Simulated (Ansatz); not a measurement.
Ansatz (a first-principles code) input (r2SCAN/def2-TZVPD):

Ansatz 0.2 input:
```yaml
crystal:
  periodic: [false, false, false]
  atoms:
    - {symbol: C, position_ang: [2.63374915, 0.00260165, -0.52504426]}
    - {symbol: C, position_ang: [1.14168075, 0.31489507, -0.63145777]}
    - {symbol: C, position_ang: [0.29658534, -0.38935146, 0.43612118]}
    - {symbol: C, position_ang: [-1.19204730, -0.07325186, 0.33044447]}
    - {symbol: C, position_ang: [-1.61627854, 1.04093550, 1.04788325]}
    - {symbol: C, position_ang: [-1.92059094, -0.91133522, -0.50797020]}
    - {symbol: H, position_ang: [3.03066208, 0.30758182, 0.44875890]}
    - {symbol: H, position_ang: [3.21766414, 0.51515787, -1.29669235]}
    - {symbol: H, position_ang: [2.81880605, -1.07166530, -0.62774749]}
    - {symbol: H, position_ang: [0.76759569, 0.02186269, -1.61597562]}
    - {symbol: H, position_ang: [0.97811399, 1.39235768, -0.54465482]}
    - {symbol: H, position_ang: [0.45122721, -1.47153454, 0.34661841]}
    - {symbol: H, position_ang: [0.66680733, -0.09468878, 1.42555719]}
    - {symbol: H, position_ang: [-2.63923637, 1.39938192, 0.99577957]}
    - {symbol: H, position_ang: [-0.92807053, 1.59275152, 1.67801403]}
    - {symbol: H, position_ang: [-1.44915477, -1.75575468, -0.99785037]}
    - {symbol: H, position_ang: [-2.97300578, -0.74241249, -0.71166741]}
basis:
  gaussian:
    orbitals: def2-TZVPD
hamiltonian:
  xc: {name: r2SCAN}
total_charge: -1
output: {forces: true}
```

End of the output:

```
0.49 GiB of the device are held for the grids
1.85 GiB of device memory are held for the factors and their scratch space
mean field: 2.18 GiB planned
mean field evaluation 1: about -6384.7126 eV, gradient 7.4e1 eV
mean field evaluation 2: about -6338.5696 eV, gradient 1.3e2 eV
mean field evaluation 4: about -6398.3923 eV, gradient 1.1e1 eV
mean field evaluation 8: about -6398.7435 eV, gradient 2.0e-1 eV
mean field evaluation 16: about -6398.6817 eV, gradient 2.7e-3 eV
mean field -6398.68170616 eV, -235.1472155193 hartree, gradient 2.4e-5 eV, S^2 0.000000; 0 other end points of the search recorded, 0 dependent functions left out
the calculation of the forces begins
reference -6398.68172512 eV, -235.1472162159 hartree; 24, 24 occupied and 297, 297 virtual orbitals, 1605 factors
Total energy: -6398.68172512 eV, -235.1472162159 hartree
Atom 0 at     2.633749     0.002602    -0.525044 Å, force    -0.091393     0.014955    -0.001392 eV/Å
Atom 1 at     1.141681     0.314895    -0.631458 Å, force     0.054769    -0.061698     0.067857 eV/Å
Atom 2 at     0.296585    -0.389351     0.436121 Å, force    -0.028430     0.052850    -0.061590 eV/Å
Atom 3 at    -1.192047    -0.073252     0.330444 Å, force     0.099190    -0.040430     0.031030 eV/Å
Atom 4 at    -1.616279     1.040936     1.047883 Å, force    -0.010873     0.019397    -0.002776 eV/Å
Atom 5 at    -1.920591    -0.911335    -0.507970 Å, force    -0.013972     0.001514    -0.017438 eV/Å
Atom 6 at     3.030662     0.307582     0.448759 Å, force     0.008769     0.010418     0.036768 eV/Å
Atom 7 at     3.217664     0.515158    -1.296692 Å, force     0.016748     0.016043    -0.023685 eV/Å
Atom 8 at     2.818806    -1.071665    -0.627747 Å, force     0.001017    -0.039002    -0.001900 eV/Å
Atom 9 at     0.767596     0.021863    -1.615976 Å, force    -0.030924    -0.018946    -0.066211 eV/Å
Atom 10 at     0.978114     1.392358    -0.544655 Å, force    -0.017067     0.073248     0.005934 eV/Å
Atom 11 at     0.451227    -1.471535     0.346618 Å, force     0.015504    -0.076731    -0.017638 eV/Å
Atom 12 at     0.666807    -0.094689     1.425557 Å, force     0.031954     0.030981     0.066514 eV/Å
Atom 13 at    -2.639236     1.399382     0.995780 Å, force    -0.067304     0.018080    -0.013450 eV/Å
Atom 14 at    -0.928071     1.592752     1.678014 Å, force     0.056253     0.033670     0.040204 eV/Å
Atom 15 at    -1.449155    -1.755755    -0.997850 Å, force     0.042296    -0.056026    -0.031310 eV/Å
Atom 16 at    -2.973006    -0.742412    -0.711667 Å, force    -0.066536     0.021676    -0.010917 eV/Å
Dipole moment:     1.358738    -0.020322    -0.244695 e Å
```

It need not be the lowest isomer of its formula. Whether it binds its extra electron was not tested at this geometry.
